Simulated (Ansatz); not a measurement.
CH9GaSi2 (`[SiH3]C[SiH2][GaH2]`). The species carries charge 0 and has multiplicity 1. The structure was optimised at the PBE0-D4/def2-TZVP level. It is one conformer, not always the lowest.

```xyz
13

Si   -1.122   -0.003    1.118
C    -1.037    0.708   -0.597
Si    0.813    0.780   -1.020
Ga    1.574   -1.285   -0.009
H    -2.455   -0.483    1.566
H    -0.551    0.916    2.133
H    -0.228   -1.235    1.136
H    -1.542    1.674   -0.675
H    -1.524    0.012   -1.288
H     1.011    0.887   -2.494
H     1.387    2.010   -0.405
H     1.125   -2.635   -0.687
H     2.547   -1.346    1.223
```

(1) What is the dipole moment at r2SCAN/def2-TZVPP? (Estimate.)

(2) And with PBE, B3LYP, ωB97M-V? (An estimate is asked.)

(3) Give the Mulliken charges with r2SCAN, PBE, ωB97M-V in def2-TZVPP. (Estimate.)

Results:

(1) The calculation gave: 1.89 D, with components (-1.67, 0.87, -0.19) D in this frame, pointing from negative to positive charge.

(2) The calculation gave: PBE 1.84 D, B3LYP 1.82 D, ωB97M-V 1.80 D.

(3) Computed: 
```tsv
atom	r2SCAN	PBE	ωB97M-V
Si1	0.30	0.20	0.19
C2	-0.31	-0.28	-0.43
Si3	0.13	0.08	0.07
Ga4	0.15	0.06	0.07
H5	-0.06	-0.04	-0.01
H6	-0.04	-0.03	0.00
H7	-0.09	-0.05	-0.06
H8	0.09	0.11	0.13
H9	0.11	0.12	0.15
H10	-0.07	-0.05	-0.02
H11	-0.07	-0.05	-0.02
H12	-0.07	-0.04	-0.03
H13	-0.07	-0.04	-0.03
```

B3LYP here is the variant with VWN-RPA as its local correlation; programs differ in this.
